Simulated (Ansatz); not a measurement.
```xyz
5

C     0.0000    0.0000    0.0000
H     0.6847    0.6847    0.6847
H     0.6847   -0.6847   -0.6847
H    -0.6847    0.6847   -0.6847
H    -0.6847   -0.6847    0.6847
```

Basis set: 6-31G* (spherical functions). Correlated methods keep 1 orbital frozen. Charge 0, multiplicity 1.

Computed with Ansatz (development build ahead of 0.2.0); each method stands on the lowest determinant of its kind that the runs found. Restricted open shells among the atoms or ions are ROHF, correlated in semicanonical orbitals with singles.

Give the atomization energy at this shape (free ground-state atoms in the same class of orbitals less the molecule, no zero-point energy) of singlet CH4 by RHF-MP2, RHF.

```json
{"method": "RHF-MP2", "atomization energy": "15.97 eV"}
{"method": "RHF", "atomization energy": "13.62 eV"}
```

Caution: the shape is not the minimum.
